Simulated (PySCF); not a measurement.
**Stationary points of TcO₃**

Computed with B3LYP in PySCF with Tc def2-SVP with ECP28, O def2-SVP; scalar-relativistic core potentials, no spin–orbit coupling; density-fitted integrals.

Relaxations began from a few typed shapes; open shells are unrestricted. The search is not exhaustive: other isomers or separated fragments can lie lower, and high-lying points may rest on an excited occupation.

**Question.** Order these stationary points by electronic energy, lowest first, in kJ/mol from the lowest minimum.
A. doublet D3h: Tc–O 1.687 Å (×3); O–Tc–O 120.0° (×3)
B. doublet C3v: Tc–O 1.682 Å (×3); O–Tc–O 115.7° (×3)

**Answer.** B (0.0), A (6.0).

**Question.** Which of them are minima?

**Answer.** By energy in kJ/mol, 0.0: minimum; 6.0: saddle point, 1 imaginary mode.

Formally Tc is in oxidation state +6, d1, with 1 unpaired electron. The Mulliken spin on Tc is 0.95. The polar-tensor charge on Tc, 1.74, is far below the formal one.

For the lowest minimum: other spin states or occupations of the open shell can lie lower.
